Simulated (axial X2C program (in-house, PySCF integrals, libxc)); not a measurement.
**Potential curves of SnO, with spin–orbit coupling**

Computed with an in-house all-electron X2C program for linear molecules (integrals from PySCF). Two-component (2c) means X2C with spin–orbit coupling and atomic mean-field two-electron Coulomb and Gaunt terms. Basis: Sn dyall-cv3z [11s12p9d4f1g], O dyall-av3z [7s6p3d2f] (cores contracted in-house); Gaussian nuclei, density fitting, unrestricted open shells. Masses: Sn 119.902 u, O 15.995 u.

State: Ω = 0 (closed shell). Energies in eV from the lowest point of each curve. Fits are polynomials in 1 − R0/R over 0.85 to 1.23 times the lowest point R0.

| R (Å) | PBE0 | M06 |
| --- | --- | --- |
| 1.5860 | 1.6235 | 1.7084 |
| 1.6589 | 0.6676 | 0.7212 |
| 1.7136 | 0.2616 | 0.2950 |
| 1.7683 | 0.0547 | 0.0706 |
| 1.8230 | 0.0000 | 0.0000 |
| 1.8868 | 0.0797 | 0.0635 |
| 1.9506 | 0.2717 | 0.2403 |
| 2.0326 | 0.6299 | 0.5799 |
| 2.1329 | 1.1703 | 1.0969 |
| 2.2788 | 2.0416 | 1.9294 |

One determinant describes the state; a PBE0 search over occupations chose it and may have missed a lower one. Closed shells are restricted here (equal orbitals for both partners); the stretched side of such a curve lies too high.

Task: Fit the PBE0 curve near its minimum: give the equilibrium distance and the harmonic wavenumber.

Result: At PBE0, 2c: Re = 1.819 Å, ωe ≈ 868 cm⁻¹; Be follows as 0.361 cm⁻¹.

Task: What are Re and ωe at the M06 level?

Result: At M06, 2c: Re = 1.826 Å, ωe ≈ 858 cm⁻¹; Be follows as 0.358 cm⁻¹.
